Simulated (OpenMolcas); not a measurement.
**What dynamic correlation does to the levels of Si IV**

```
Program             : OpenMolcas
Basis               : ANO-L-VTZP [5s4p2d1f]
Scalar Hamiltonian  : non-relativistic, point nucleus
Active space        : 1 electron in 4 orbitals (3s 3p)
State averaging     : 2S+1 = 2 even, 1 root; 2S+1 = 2 odd, 3 roots
Spin-orbit coupling : state interaction with AMFI integrals over the reference wave functions, term energies averaged over their components
```

Methods on the same reference wave functions:
A. CASSCF
B. SS-CASPT2, IPEA 0.25 Eh, imaginary shift 0.1 Eh (closed shells correlated: 2s 2p)

Energies in cm⁻¹ above 3s ²S_1/2, the measured ground level; measured values from NIST levels in Kelleher and Podobedova, J. Phys. Chem. Ref. Data 37, 1285 (2008).

| Level | A | B | Measured |
| --- | --- | --- | --- |
| 3s ²S_1/2 | 0.0 | 0.0 | 0.0 |
| 3p ²P°_1/2 | 70137 | 70392 | 71288 |
| 3p ²P°_3/2 | 70498 | 70752 | 71749 |

Deviations, from unrounded energies. A percentage is the sum of absolute deviations over the sum of measured energies, with the sign that they share, or ± where signs differ.

```csv
Against measurement,Levels,A,B
mean absolute deviation (cm-1),2,1200,950
other configurations (%),2,-1.7,-1.3
```

B lies closest to measurement on these levels. The largest miss of B in the table is 3p ²P°_3/2, by -1000 cm-1. The ranking rests on the paired levels alone, and a cruder setting can come out closer through cancelling errors.

The lowest spin-free term lies below A's lowest term by 0.010 hartree in B.

With one active electron the reference holds no correlation, so core polarisation is missing (holds for A). With one active electron, CASPT2 adds the correlation within the correlated inactive shells and between them and that electron, and leaves the splitting within a term as the reference gives it (holds for B). Measured partners are found by configuration, term and J. A level has none where our copy of the source lacks it or the pairing is in doubt (some pairs that miss far off the trend of their configuration count as doubtful), and it then counts in no deviation. Levels of configurations outside the active space are missing.

° marks odd parity.
